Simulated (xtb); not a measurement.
C8H6SSe, SMILES s1c(-c2[se]ccc2)ccc1. All values are semi-empirical tight-binding results from xtb (GFN2-xTB unless named), good for trends rather than for accurate numbers. Geometry optimised at GFN2-xTB. Other conformers were not sampled.

Task: Estimate the properties. (The exact figures need the calculation; the answer reports its results.)

Result: 
```yaml
point_group_as_xtb_finds_it: Cs
orbital_gap: 2.58 eV
zero_point_energy: 68.4 kcal/mol
G − E(el) at 298.15 K (modified RRHO): 46.2 kcal/mol
static polarisability (D4 model): 131.5 bohr³
solvation energy, GFN2-xTB/ALPB(water): 0.3 kcal/mol
solvation energy, GFN2-xTB/ALPB(ch2cl2): -8.2 kcal/mol
```
